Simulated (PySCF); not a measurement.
# Exercise with solution: refractive index and permittivity of the vapour

C3H9NSi2, SMILES CC1=N[C@@H]([SiH3])[SiH2]1.

The structure is a stationary point at r2SCAN-D4/def2-SVP. The structure was generated by enumeration; whether it is a known compound was not checked.

PBE/def2-TZVP run with PySCF gives a mean static polarisability of 99.8 bohr³ and a dipole moment of 1.74 D. Take an ideal gas at 298.15 K and 0.01 bar, whether or not the substance is that volatile.

Task: Work out n − 1 in the optical limit and the static ε − 1.

Result: 
Polarisability volume α' = 99.8 × 0.148185 = 14.79 Å³. Number density N = p/kT = 2.43e-7 Å⁻³.
Dilute limit of Lorentz–Lorenz: n − 1 = 2π N α' = 2.3e-5.
Orientation term of Debye: μ²/(3kT) = 8.098 Å³ × μ²(D²) = 24.52 Å³.
ε − 1 = 4π N (α' + μ²/3kT) = 0.00012. Orientation of the dipole supplies 62 % of the static response; it can't follow optical fields. Vibrational polarisation and dispersion are left out.
